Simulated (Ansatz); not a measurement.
Geometry optimisation, RKS LDA/STO-3G (Ansatz).

The input (input.yaml):

```yaml
crystal:
  periodic: [false, false, false]
  atoms:
    - { symbol: Si, position_ang: [0.0, 0.0, 0.0] }
    - { symbol: O, position_ang: [0.0, 0.0, 1.68] }
    - { symbol: C, position_ang: [-1.1112, -0.3437, 2.4945] }
    - { symbol: H, position_ang: [-1.814, -0.9775, 1.9143] }
    - { symbol: H, position_ang: [-0.7584, -0.9037, 3.3856] }
    - { symbol: H, position_ang: [-1.6313, 0.5809, 2.8212] }
    - { symbol: "N", position_ang: [1.7163, 0.0, -0.6061] }
    - { symbol: H, position_ang: [2.2145, -0.918, -0.7868] }
    - { symbol: H, position_ang: [2.2175, 0.918, -0.7783] }
    - { symbol: Si, position_ang: [-1.0456, 1.8115, -0.7393] }
    - { symbol: H, position_ang: [-2.4302, 1.478, -1.0607] }
    - { symbol: H, position_ang: [-1.0215, 2.8436, 0.2931] }
    - { symbol: H, position_ang: [-0.3743, 2.3069, -1.9374] }
    - { symbol: H, position_ang: [-0.6877, -1.1914, -0.4862] }
basis:
  gaussian: { orbitals: STO-3G }
hamiltonian:
  xc: lda
relax:
  f_tol: 0.02
  max_steps: 40
```

Launched with:

```bash
$ ansatz run input.yaml --threads 1 --pin off --max-ram 2048MiB --backend cpu --events-out ev --progress --plain --runs-dir out
```

Question: Where does it end, and by what steps?

Answer: The run converged. The force dipped under the threshold on the way, but the program's further checks kept it going. Limits of this set-up: minimal basis. After 27 steps the energy has fallen by 0.655 eV; H11 moved furthest, 0.81 Å.

```csv
step,energy less start (eV),largest force component (eV/Å),accepted
0,0.0000,2.378,yes
1,-0.4523,1.034,yes
2,-0.5680,0.715,yes
3,-0.6042,0.493,yes
4,-0.6290,0.310,yes
5,-0.6352,0.261,yes
6,-0.6350,0.508,no
7,-0.6451,0.108,yes
8,-0.6491,0.063,yes
9,-0.6502,0.091,yes
10,-0.6507,0.045,yes
11,-0.6511,0.019,yes
12,-0.6513,0.025,yes
13,-0.6514,0.064,yes
14,-0.6517,0.042,yes
15,-0.6520,0.007,yes
16,-0.6524,0.051,yes
17,-0.6527,0.058,yes
18,-0.6529,0.039,yes
19,-0.6533,0.020,yes
20,-0.6535,0.036,yes
21,-0.6536,0.041,yes
22,-0.6538,0.038,yes
23,-0.6540,0.021,yes
24,-0.6542,0.048,yes
25,-0.6543,0.052,yes
26,-0.6544,0.031,yes
27,-0.6547,0.018,yes
```

```xyz
14
Properties=species:S:1:pos:R:3
Si 0.074 -0.039 -0.033
O 0.223 -0.246 1.683
C -1.103 -0.344 2.250
H -1.701 -1.206 1.860
H -0.997 -0.488 3.346
H -1.727 0.572 2.096
N 1.671 0.018 -0.718
H 2.238 -0.847 -0.564
H 2.255 0.826 -0.407
Si -1.070 1.826 -0.586
H -2.480 1.682 -0.280
H -0.580 2.990 0.127
H -0.953 2.092 -2.007
H -0.575 -1.233 -0.571
```

Whether the end is a true minimum wasn't checked by a vibrational analysis.

Run time: 59 s on 1 thread of Arm Neoverse V2, with other jobs on the host, peak memory 0.14 GiB.
